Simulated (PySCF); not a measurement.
C$_{2}$H$_{2}$Cl (SMILES [CH]=CCl), doublet, geometry from GFN2-xTB. Base run: PBE0/STO-3G (PySCF).

Here is a job for PySCF.
```python
from pyscf import gto, scf, dft

mol = gto.M(
    atom='''
C    -0.15812136    0.84949158    0.00022359
C     0.97259348    1.42818972    0.01535444
Cl   -0.33990486   -0.95740851   -0.00651845
H    -1.13412407    1.30084788   -0.01044600
H     2.02567392    1.30900905    0.02779152
''',
    basis='sto-3g',
    spin=1,
    verbose=4,
)

mf = dft.UKS(mol)
mf.xc = 'pbe0'
mf.kernel()
```

Variants of this job, named by their change:

```tsv
change	ΔE vs base (mEh)	fitting functions	dipole (D)
base	0.000	-	1.90
auxbasis = def2-svp-ri	-576.7	186	1.85
auxbasis = cc-pvdz-jkfit	-0.132	298	1.90
auxbasis = even-tempered beta=3.0	-12.763	123	1.92
auxbasis = default (with mf = mf.density_fit())	-1.189	314	1.90
auxbasis = even-tempered beta=2.0	-1.435	192	1.90
auxbasis = def2-universal-jkfit	-1.189	314	1.90
only_dfj = on; auxbasis = def2-universal-jfit	-2.416	171	1.90
auxbasis = cc-pvtz-ri	-7.416	344	1.90
auxbasis = autoaux	-1.290	253	1.90
```

A fitting set is made for a task (jfit for Coulomb, jkfit for Coulomb and exchange, ri for correlation) and for a family of orbital bases.

Open shells are given as the SCF converged; they aren't shown to be the lowest states, and a large step between rows can be another state.
